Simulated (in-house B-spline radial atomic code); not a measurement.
Values are calculated unless marked as measured or tabulated.
# Work function and surface energy of Ga in the jellium model

The positive ions are smeared into a uniform slab; the electrons are solved self-consistently in the LDA (PW92) on a fine grid across the film. Stabilised jellium adds, inside the slab, the constant potential −n de/dn that makes the bulk stable at the metal's density. No lattice, so no dependence on crystal face. Atomic units unless named. The numbers below are for plain jellium.

Ga: 3 valence electrons per atom, density 5.91 g/cm³, mass 69.72 u, so r_s = 2.19 bohr. Thick-film values are averages over eight films of 5 to 5.44 Fermi wavelengths, one period of the size oscillation.

Across the edge of the background of the film of 5 Fermi wavelengths (z = 0, vacuum at z > 0):

```
z (bohr)   n/n_bulk  V − E_F (hartree)
   -7.17     0.9921            -0.3841
   -5.38       1.01            -0.3845
   -3.58     0.9841            -0.3834
   -2.51      1.009            -0.3828
   -1.43     0.9255            -0.3712
   -0.72     0.7188            -0.3331
     0.0     0.4466            -0.2362
    0.72       0.23            -0.1255
    1.43     0.1074           -0.05385
    2.51    0.03026            0.01462
    3.58   0.008093            0.05608
    5.38  0.0008379             0.0956
```

**Question.** The electrons that spill out make a dipole barrier Δφ = 5.237 eV. Assemble the work function.

**Answer.** k_F = 1.91916/2.19 = 0.8763, so k_F²/2 = 10.449 eV, and the LDA gives v_xc = -8.939 eV in the bulk. Measured from the bulk electrostatic potential the Fermi level lies at 10.449 + (-8.939) = 1.510 eV, so Φ = Δφ − that = 5.237 − (1.510) = 3.73 eV; the films' Fermi levels give 3.73 eV. Measurement gives 4.32 eV (table in Wikipedia's article on work functions); the other model gives 4.17 eV.

**Question.** Budd and Vannimenus showed that in jellium φ(edge) − φ(bulk) = n de/dn, with e the bulk energy per electron. Check it, given ε_xc = -0.25215 and v_xc = -0.32849 hartree.

**Answer.** For the kinetic part e = 3k_F²/10 ∝ n^(2/3), so n de/dn = k_F²/5 = 0.15359. For exchange and correlation n dε/dn = v_xc − ε_xc = -0.07633. The sum is 0.07726 hartree, and the films give 0.07724.

**Question.** The surface energy has the parts (J/m²): kinetic -3.513, exchange-correlation 2.414, electrostatic 0.805. What is the total, and what does its sign mean?

**Answer.** The sum is -0.294 J/m². The kinetic part is negative since spilling out relaxes the electrons, while exchange-correlation and electrostatics cost energy. A negative total says that plain jellium at this density would split by itself: its bulk is under pressure, which the stabilised model cures (0.825 J/m²).

**Question.** What barrier would the Schottky-Mott rule give for electrons at a contact to n-type Si, whose electron affinity is 4.05 eV (NSM archive of the Ioffe Institute)?

**Answer.** Φ_B = Φ − χ is 3.73 − 4.05 = -0.32 eV with the model's value and 4.32 − 4.05 = +0.27 eV with the measured one (the middle, for a range); a negative value would mean an ohmic contact, so the model's error changes the verdict. Real barriers on covalent semiconductors follow the metal only weakly, since states induced in the gap pin the Fermi level.
